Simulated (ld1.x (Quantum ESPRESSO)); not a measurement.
## Before and after: TM potential for tin (Sn)

* Element: tin
* Generator: ld1.x (Quantum ESPRESSO) 7.5
* Type: norm-conserving Troullier–Martins (Kleinman–Bylander form)
* Functional: PBEsol
* Relativity: scalar-relativistic
* Frozen core: [Kr]
* Valence charge: 14
* Reference configuration: 4d10 5s2 5p1 (charge +1)
* Partial waves: 5s (bound): rc 1.75 bohr; 4d (bound): rc 1.35 bohr; 5p (bound): rc 1.80 bohr
* Local potential: the p channel
* Core correction: a·sin(br)/r model core, default radius (core density twice the valence density)

Change: all radii but the core radius scaled by about 0.78 (s 1.36, p 1.40, d 1.06 bohr).

Cutoffs: the cutoffs (Ry, on a coarse ladder) from which the occupation-weighted sum of valence levels, in a spherical-Bessel basis at the reference potential, stays within 10 and 1 mRy of its value at 400 Ry; they do not see the model core or the augmentation charge, which bear on the density cutoff. Errors are all-electron minus pseudo energies relative to the spin-unpolarised reference configuration.

Question: What does the change do?

Answer: The potential gets harder (90 Ry and 160 Ry → 140 Ry and 260 Ry); the bound ghosts move from s to p; the number of tests that count goes from 7 to 5; of the 5 tests that both files solve, the error grows in 3 and shrinks in 0 by more than 15 % and 0.3 meV (median size 4.3 → 22.6 meV). A smaller radius makes the pseudo-wave follow the all-electron one further in, where it bends more sharply, so more plane waves are needed. That the errors move this way runs against the usual rule that smaller radii transfer better.

| quantity | base | changed |
| --- | --- | --- |
| cutoff, loose | 90 Ry | 140 Ry |
| cutoff, tight | 160 Ry | 260 Ry |
| loose cutoff by channel (10 mRy a level) | s 18 Ry, d 80 Ry, p 25 Ry | s 100 Ry, d 80 Ry, p 70 Ry |
| bound ghosts | s | p (extra level of the local part) |
| tests counted (converged, no solver errors) | 7 of 7 | 5 of 7 |
| error for 4d10 5s2 5p2, meV [ΔE -6.90 eV] | +3.0 | +23 |
| error for 4d10 5s2 5p0, meV [ΔE 13.97 eV] | -5.1 | -5.4 |
| error for 4d10 5s1 5p0, meV [ΔE 44.99 eV] | -31 | -33 |
| error for 4d10 5s1 5p3, meV [ΔE 0.11 eV] | -0.5 | +4.5 |
| error for 4d10 5s2 5p2.3, meV [ΔE -7.75 eV] | +4.3 | +33 |

Changed file: Tests not counted: 4d9 5s2 5p2 (solver errors, printed error -16.3 eV); 4d9 5s2 5p3 (solver errors, printed error -1859 eV). These tests converged, but a pseudo level misses the all-electron one widely, so the file describes the atom poorly there or has found another state: 4d10 5s1 5p0: empty 5p by 3.9 eV. A true bound ghost makes a file unfit for plane-wave use even where its test errors are small: the radial tests pick states by their node count and pass the ghost by. Where a test does run into it, the solver fails or the error is huge.
